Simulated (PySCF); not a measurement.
A side-by-side comparison of computed properties.

First species: HCF2CH2OH, C2H4F2O.
SMILES: `OCC(F)F`

Second species: C5H3NS2.
InChI=1S/C5H3NS2/c6-4-8-5-2-1-3-7-5/h1-3H

Levels: B3LYP/def2-SVPD for dipole moment, HOMO energy, LUMO energy, HOMO–LUMO gap, static isotropic polarisability and electronic spatial extent ⟨r²⟩ about the centre of nuclear charge; TDDFT B3LYP/def2-SVPD for lowest singlet excitation; TDA B3LYP/def2-SVPD for lowest triplet excitation (Tamm–Dancoff); GFN2-xTB for rotational constant A and rotational constant C. Geometries: GFN2-xTB. Each structure is a single optimised conformer of the isolated species, non-relativistic unless stated; the electronic structure was computed with PySCF and density fitting.

Dipoles, sizes and rotational constants follow the conformer. The torsions of the flexible species, by atom-mapped SMILES:
- `[OH:1][CH2:2][CH:3]([F:4])[F:5]`: O1–C2–C3–F4 69°, H–O1–C2–C3 -63°
- `[N:1]#[C:2][S:3][c:4]1[cH:5][cH:6][cH:7][s:8]1`: C2–S3–C4–C5 0°

```
                                                         property    column X   column Y
                                                    dipole moment      3.61 D     0.69 D
                                                      HOMO energy    -6.68 eV   -8.40 eV
                                                      LUMO energy    -1.35 eV    0.13 eV
                                                    HOMO–LUMO gap     5.33 eV    8.53 eV
                                        lowest singlet excitation     4.28 eV    7.29 eV
                         lowest triplet excitation (Tamm–Dancoff)     3.46 eV    6.95 eV
                                  static isotropic polarisability     97.9 au    33.8 au
electronic spatial extent ⟨r²⟩ about the centre of nuclear charge  1323 bohr²  413 bohr²
                                            rotational constant A   3.472 GHz  9.144 GHz
                                            rotational constant C   0.795 GHz  2.832 GHz
```

Question: Which column belongs to which species?

Answer: Column X is the second species and column Y the first. The first has 9 atoms and 42 electrons, the second 11 and 72.

Question: How does each property change from the first species to the second?

Answer: dipole moment +2.92 D; HOMO energy +1.72 eV; LUMO energy -1.48 eV; HOMO–LUMO gap -3.20 eV; lowest singlet excitation -3.01 eV; lowest triplet excitation (Tamm–Dancoff) -3.49 eV; static isotropic polarisability +64.1 au; electronic spatial extent ⟨r²⟩ about the centre of nuclear charge +910 bohr²; rotational constant A -5.672 GHz; rotational constant C -2.037 GHz.

On the first: The vertical singlet–triplet gap S1 − T1 is 0.34 eV (TDDFT singlet less Tamm–Dancoff triplet; S1: HOMO→LUMO, weight 0.98; T1: HOMO→LUMO, weight 0.94).

On the second: S1 lies 1.05 eV below the HOMO–LUMO gap; its leading configuration is HOMO→LUMO+1, weight 0.98. No computed singlet falls in the visible range (750 to 380 nm, 1.65 to 3.26 eV); S1 lies 1.02 eV above its blue end.
